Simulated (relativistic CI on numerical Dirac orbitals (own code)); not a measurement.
La¹³⁺: q coefficients and field-shift factors

These numbers are calculated, not measured: Dirac-Coulomb-Breit CI, orbitals from a KLI potential per configuration, derivatives by finite differences, unscaled Slater integrals, QED left out (own radial code, finite nucleus).

Configurations in the expansion (outside the closed core [Ar] 3d10): 4s²4p⁶4d⁸, 4s²4p⁵4d⁹, 4s²4p⁶4d⁷4f, 4s²4p⁴4d¹⁰, 4s4p⁶4d⁹, 4s²4p⁶4d⁷5s, 4s²4p⁶4d⁷5p, 4p⁶4d¹⁰. Levels of other configurations are missing.

With x = (α/α₀)² − 1 an excitation energy changes as ω = ω₀ + qx; K = 2q/ω₀ is the relative enhancement. Terms are leading LS components, so labels can repeat. The field-shift factor is F = δν/δ⟨r²⟩ for the transition from the lowest level.

Lowest level 4s²4p⁶4d⁸ ³F4.

```
           Level  ω₀ (cm⁻¹)  q (cm⁻¹)        K  F (GHz/fm²)
   4s²4p⁶4d⁸ ¹D2      15904      1027    0.129      -0.0234
   4s²4p⁶4d⁸ ³F3      22514     23610      2.1        0.333
   4s²4p⁶4d⁸ ³P2      37439     25390     1.36        0.413
   4s²4p⁶4d⁸ ³P0      41324      8531    0.413        0.226
   4s²4p⁶4d⁸ ³P1      47518     23850        1        0.431
   4s²4p⁶4d⁸ ¹G4      55777     21480     0.77         0.44
   4s²4p⁶4d⁸ ¹D2      59514     44750      1.5        0.586
   4s²4p⁶4d⁸ ¹S0     109794     39670    0.723        0.662
  4s²4p⁵4d⁹ ¹D°2     769016     33200   0.0864         3.86
  4s²4p⁵4d⁹ ³D°3     772112     30980   0.0802         4.13
  4s²4p⁵4d⁹ ³F°4     773853     32050   0.0828          3.8
  4s²4p⁵4d⁹ ³D°2     792785     51540     0.13         4.38
  4s²4p⁵4d⁹ ³D°1     805436     55190    0.137         4.37
  4s²4p⁵4d⁹ ³P°1     814603     36550   0.0897            4
  4s²4p⁵4d⁹ ³P°0     816564     53730    0.132         4.39
4s²4p⁶4d⁷4f ⁵G°6     820028      4405   0.0107         5.63
4s²4p⁶4d⁷4f ⁵G°5     820912      2191  0.00534         5.59
  4s²4p⁵4d⁹ ³F°3     824052     58430    0.142         3.84
4s²4p⁶4d⁷4f ⁵G°4     825017      3835   0.0093         5.61
 4s²4p⁶4d⁷5s ⁵F5     828189    -89860   -0.217         79.9
4s²4p⁶4d⁷4f ⁵G°3     831730     12890    0.031         5.67
4s²4p⁶4d⁷4f ⁵G°2     835591     14340   0.0343         5.75
 4s²4p⁶4d⁷5s ⁵F4     838554    -85550   -0.204           79
```

At this charge energies of transitions that change n are usually good to better than 1 %, and those within a shell (Δn = 0) to a few per cent. Terms inside the open d or f shell come out 10 to 20 % too wide with unscaled integrals. Levels and lines within the n = 5 or 6 shells can be off by up to 10 % or somewhat more, and those that change n by about 2 %, since core polarisation is missing.
